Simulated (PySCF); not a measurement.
Vertical excitations of a molecule C4H11NSi from PySCF with TDA-PBE/def2-SVPD, as energy in eV (oscillator strength): 4.83 (0.001), 5.41 (0.076), 5.44 (0.003), 5.54 (0.015), 5.88 (0.043), 5.94 (0.004). Lowest triplet (TDA): 4.67 eV. Geometry optimised at B3LYP-D3(BJ)/def2-SVP. The values are those of a single conformer.

Question: Which structure fits?
A. CN[C@@H]1CC[SiH2]1
B. CNC1([SiH3])CC1
C. [SiH3]NCC1CC1
D. C[SiH2]N1CCC1

Answer: B, CNC1([SiH3])CC1
